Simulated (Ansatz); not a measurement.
Consider the silylene formation by 1,1-elimination: `S[SiH](S)S` → `SS` + `[SiH]S`.

Gas-phase electronic energies from Ansatz, PBE0-D4/def2-TZVP geometries. CCSD(T)/CBS is frozen-core, at the limit of the def2 triple- and quadruple-zeta sets. DFT in def2-TZVPP. B3LYP here is the variant with VWN-RPA as its local correlation; programs differ in this. Each species was taken in one conformer, which may not be the lowest.

CCSD(T)/CBS gives +80.5 kcal/mol.

(1) Another level gave +70.4 kcal/mol. Which?
A. PBE/def2-TZVPP
B. CCSD(T)/def2-TZVPP
C. B3LYP/def2-TZVPP
D. MP2/def2-TZVPP

Largest T1 diagnostic among the species: 0.016.

Answers

(1) C. B3LYP 70.4, CCSD(T)/def2-TZVPP 77.8, PBE 73.0, MP2/def2-TZVPP 84.4 kcal/mol.

The D4 term adds +5.1 kcal/mol with B3LYP and +2.8 kcal/mol with PBE0; it sums over pairs of atoms, weighted by their polarisabilities, and B3LYP, whose exchange is more repulsive, gets the larger term. In def2-TZVPP, CCSD(T) changes the Hartree–Fock value by +2.9 kcal/mol (the triples alone add +0.6 kcal/mol) and MP2 by +9.4 kcal/mol.
